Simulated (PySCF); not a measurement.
UHF on Pm⁺ (promethium, charge +1), [Xe] 4f4 6s1 6p1, one real determinant (an excited configuration). All numbers are calculated (PySCF 2.14, the spin-free X2C one-electron Hamiltonian (Gaussian nucleus), in x2c-TZVPPall with one added diffuse shell each of s, p, d, f type (12s8p8d5f2g, 129 functions)).

```
cycle= 1 E= -10015.8275122097  delta_E= -0.0103  |g|= 0.0313  |ddm|= 0.113
cycle= 2 E= -10015.8285890187  delta_E= -0.00108  |g|= 0.0117  |ddm|= 0.0744
cycle= 3 E= -10015.8294751893  delta_E= -0.000886  |g|= 0.0106  |ddm|= 0.0762
cycle= 4 E= -10015.8303458335  delta_E= -0.000871  |g|= 0.00999  |ddm|= 0.0831
cycle= 5 E= -10015.8324545448  delta_E= -0.00211  |g|= 0.00812  |ddm|= 0.249
cycle= 6 E= -10015.8333048356  delta_E= -0.00085  |g|= 0.00617  |ddm|= 0.146
cycle= 7 E= -10015.834513693  delta_E= -0.00121  |g|= 0.00868  |ddm|= 0.391
cycle= 8 E= -10015.8345323411  delta_E= -1.86e-05  |g|= 0.00609  |ddm|= 0.0156
cycle= 9 E= -10015.8346781089  delta_E= -0.000146  |g|= 0.00328  |ddm|= 0.165
cycle= 10 E= -10015.8346921774  delta_E= -1.41e-05  |g|= 0.000998  |ddm|= 0.04
cycle= 11 E= -10015.8346934902  delta_E= -1.31e-06  |g|= 0.000171  |ddm|= 0.0138
cycle= 12 E= -10015.8346935227  delta_E= -3.25e-08  |g|= 3.13e-05  |ddm|= 0.00198
cycle= 13 E= -10015.8346935237  delta_E= -9.75e-10  |g|= 1.8e-06  |ddm|= 0.000377
converged SCF energy = -10015.8346935237  <S^2> = 12.003666  2S+1 = 7.0010472
```

Highest occupied orbital energy: -9.203 eV; ⟨L²⟩ = 38.20; populations by l: s 10.64, p 25.00, d 20.36, f 4.00.

**Question.** Can this result be used?

**Answer.** Not for this state. Self-consistency was reached. ⟨L²⟩ = 38.20 against 56 for a pure K term, so this real determinant mixes terms. Spin-orbit coupling, absent here, splits the open shell strongly. The s, p, d and f populations moved away from the nominal configuration during the SCF.
